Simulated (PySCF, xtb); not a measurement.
C3H6O3, SMILES COC(OC)=O.

GFN2-xTB (xtb) at its own geometry gives an orbital gap of 6.27 eV and a dipole moment of 0.58 D.

Coordinates come from a PBE0-D3(BJ)/def2-SVP optimisation.

Task: What does CAM-B3LYP/def2-TZVP run with PySCF give? (The exact figures need the calculation; the answer reports its results.)

Result: gap 12.07 eV (levels -9.96 and 2.11 eV), dipole 0.48 D.
